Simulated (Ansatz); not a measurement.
Single points on the cluster NaLi4.

```yaml
crystal:
  periodic: [false, false, false]
  atoms:
    - {symbol: Li, position_ang: [1.406646, -0.350964, -1.015593]}
    - {symbol: Li, position_ang: [1.653301, 0.697011, 1.860784]}
    - {symbol: Li, position_ang: [-0.733148, 1.538427, 0.158172]}
    - {symbol: Li, position_ang: [-0.599247, -1.105810, 1.005479]}
    - {symbol: Na, position_ang: [-1.727552, -0.778655, -2.008832]}
basis:
  gaussian: {orbitals: def2-TZVP, initial_orbitals: start.molden}
magnetization: {spin_polarized: true, initial_magnetization: 1}
hamiltonian: {xc: pbe0}
output: {orbitals: {seedname: orbitals}}
```

The file start.molden holds the orbitals of an earlier run on this structure, at another level or in another basis.

```sh
$ ansatz run in.yaml --threads 4 --pin off --events-out ev --progress --plain --max-ram 3916MiB
```

It prints (some lines left out):

```
Functional definition: PBE0
802 factors; their error is unknown
mean field evaluation 1: about -5224.8623 eV, gradient 1.4e1 eV
mean field evaluation 2: about -5227.9096 eV, gradient 3.9e0 eV
mean field evaluation 4: about -5228.9940 eV, gradient 6.0e-1 eV
mean field evaluation 8: about -5229.0390 eV, gradient 3.0e-2 eV
mean field evaluation 16: about -5228.3198 eV, gradient 7.1e0 eV
mean field evaluation 32: about -5229.0287 eV, gradient 2.5e-3 eV
mean field evaluation 64: about -5228.4205 eV, gradient 2.4e0 eV
mean field -5229.03901247 eV, -192.1636393382 hartree, gradient 6.1e-6 eV, S^2 1.034607; 11 other end points of the search recorded, 0 dependent functions left out
reference -5229.03904800 eV, -192.1636406442 hartree; 12, 11 occupied and 76, 77 virtual orbitals, 802 factors
Total energy: -5229.03904800 eV, -192.1636406442 hartree
```

It took 6.5 s on 4 threads of Arm Neoverse V1 on a shared host.

First input, but with `gaussian: {orbitals: def2-TZVPD, initial_orbitals: start.molden}`, `correlation: {method: ccsd_t}`, `scf: {omitted_lower_state_checks: [starts, cluster_reference]}` and without the key `hamiltonian` (abridged; 19 s):

```
Functional definition: HF
mean field -5214.36345271 eV, -191.6243224645 hartree, gradient 2.7e-6 eV, S^2 1.676007
1 core orbitals not correlated: weight in the atoms' cores, before any rotation towards them, 1.000 or more for the frozen orbitals, at most 0.000 for the correlated occupied ones
second order -8.84191450 eV of doubles, -0.00000000 eV of singles
cycle   1  -9.60814762 eV  change   -7.7e-1 eV  update   1.0e-1
cycle   2  -9.96032921 eV  change   -3.5e-1 eV  update   6.2e-2
cycle   3  -9.98309866 eV  change   -2.3e-2 eV  update   3.8e-2
cycle   4  -10.00871942 eV  change   -2.6e-2 eV  update   2.7e-2
cycle   5  -10.05585767 eV  change   -4.7e-2 eV  update   2.0e-2
cycle   6  -10.07046913 eV  change   -1.5e-2 eV  update   1.5e-2
cycle   7  -10.07698645 eV  change   -6.5e-3 eV  update   1.0e-2
cycle   8  -10.09271350 eV  change   -1.6e-2 eV  update   6.2e-3
cycle   9  -10.09424652 eV  change   -1.5e-3 eV  update   4.0e-3
cycle  10  -10.09658506 eV  change   -2.3e-3 eV  update   2.7e-3
[...]
cycle  16  -10.09765091 eV  change   -1.6e-4 eV  update   7.3e-4
cycle  17  -10.09775338 eV  change   -1.0e-4 eV  update   5.1e-4
cycle  18  -10.09761775 eV  change    1.4e-4 eV  update   3.3e-4
cycle  19  -10.09752163 eV  change    9.6e-5 eV  update   2.1e-4
cycle  20  -10.09754853 eV  change   -2.7e-5 eV  update   1.2e-4
cycle  21  -10.09761347 eV  change   -6.5e-5 eV  update   8.3e-5
cycle  22  -10.09764657 eV  change   -3.3e-5 eV  update   5.5e-5
cycle  23  -10.09765200 eV  change   -5.4e-6 eV  update   3.6e-5
cycle  24  -10.09764614 eV  change    5.9e-6 eV  update   2.3e-5
cycle  25  -10.09763776 eV  change    8.4e-6 eV  update   1.6e-5
cycle  26  -10.09762911 eV  change    8.6e-6 eV  update   1.2e-5
cycle  27  -10.09762133 eV  change    7.8e-6 eV  update   9.7e-6
cycle  28  -10.09761360 eV  change    7.7e-6 eV  update   8.4e-6
perturbative correction -0.20252763 eV, -0.0074427531 hartree
Total energy: -5224.66359393 eV, -192.0028456728 hartree
Checks for a lower state left out: starts, cluster_reference
```

The first input with `gaussian: {orbitals: def2-TZVPD, initial_orbitals: start.molden}`, `hamiltonian: {xc: pbe}`, `scf: {omitted_lower_state_checks: [starts]}` (abridged; 3 s):

```
Functional definition: PBE
mean field -5228.23606001 eV, -192.1341313799 hartree, gradient 8.7e-6 eV, S^2 0.931189
Total energy: -5228.23611712 eV, -192.1341334784 hartree
Checks for a lower state left out: starts
```

Geometry: r2SCAN/def2-TZVP.

Correlated methods freeze 1 core orbital; core or outer-core shells of Li, Na are correlated, in sets that lack core-valence functions. At PBE0/def2-TZVP, CCSD(T)/def2-TZVPD, PBE/def2-TZVPD the charge 0 doublet is spin-contaminated (final ⟨S²⟩ up to 1.68, 0.75 for a pure state). At CCSD(T)/def2-TZVPD T1 of the charge 0 doublet is large (up to 0.075), so the single-reference result is doubtful. The geometry of the doublet was relaxed on an unsound state (⟨S²⟩ 1.40, where a pure state has 0.75). The structure comes from a short search, and lower isomers may exist.
